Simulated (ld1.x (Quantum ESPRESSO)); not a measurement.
# What one change does to a pseudopotential (Rh, RRKJ)

ld1.x (Quantum ESPRESSO) 7.5 input, shortened:

```
&input
   title='Rh', zed=45., rel=1, dft='PBESOL', iswitch=3,
   config='[Kr] 4d8 5s1 5p0'
 /
 &inputp
   pseudotype=2, tm=.false., rho0=0.005, lloc=1,
   nlcc=.true.
 /
3
5S  1  0   1.00   0.00  2.70  2.70  0.0
4D  3  2   8.00   0.00  1.20  1.20  0.0
5P  2  1   0.00   0.00  4.20  4.20  0.0
 &test
   configts(1)='4d8 5s1 5p0'
 /
```

Change: wave 4d (bound): rc 1.20 bohr becomes 4d (bound): rc 1.58 bohr.

Cutoffs: the cutoffs (Ry, on a coarse ladder) from which the occupation-weighted sum of valence levels, in a spherical-Bessel basis at the reference potential, stays within 10 and 1 mRy of its value at 400 Ry; they do not see the model core or the augmentation charge, which bear on the density cutoff. Errors are all-electron minus pseudo energies relative to the spin-unpolarised reference configuration.

Task: What does the change do?

Result: The potential gets softer (100 Ry and 140 Ry → 50 Ry and 60 Ry); of the 7 tests that both files solve, the error grows in 1 and shrinks in 0 by more than 15 % and 0.3 meV (median size 13.9 → 13.4 meV); neither file shows a bound ghost at the reference potential, the only one tested. A larger radius leaves more room for a smooth pseudo-wave, so fewer plane waves are needed.

```csv
quantity,base,changed
"cutoff, loose",100 Ry,50 Ry
"cutoff, tight",140 Ry,60 Ry
loose cutoff by channel (10 mRy a level),"s 6 Ry, d 50 Ry","s 6 Ry, d 45 Ry"
bound ghosts,none,none
"error for 4d8 5s0 5p0, meV [ΔE 7.46 eV]",-14,-13
"error for 4d7 5s0 5p0, meV [ΔE 26.97 eV]",-228,-227
"error for 4d6 5s0 5p0, meV [ΔE 59.46 eV]",-1021,-1011
"error for 4d8.5 5s0.5 5p0, meV [ΔE -0.63 eV]",-29,-28
"error for 4d7 5s2 5p0, meV [ΔE 2.45 eV]",+9.5,+13
"error for 4d8 5s0.5 5p0, meV [ΔE 2.93 eV]",-0.2,-0.1
"error for 4d8 5s0 5p1, meV [ΔE 3.66 eV]",+0.9,+1.1
s: phases at 4.54 bohr within 0.05 rad from the reference energy up to (Ry; the scan ends near 5),-0.0,-0.0
p: phases at 4.54 bohr within 0.05 rad from the reference energy up to (Ry; the scan ends near 5),0.9,0.9
d: phases at 4.54 bohr within 0.05 rad from the reference energy up to (Ry; the scan ends near 5),0.3,0.3
```

Base: These tests converged, but a pseudo level misses the all-electron one widely, so the file describes the atom poorly there or has found another state: 4d6 5s0 5p0: empty 5s by 6.2 eV. Changed file: These tests converged, but a pseudo level misses the all-electron one widely, so the file describes the atom poorly there or has found another state: 4d6 5s0 5p0: empty 5s by 6.2 eV.
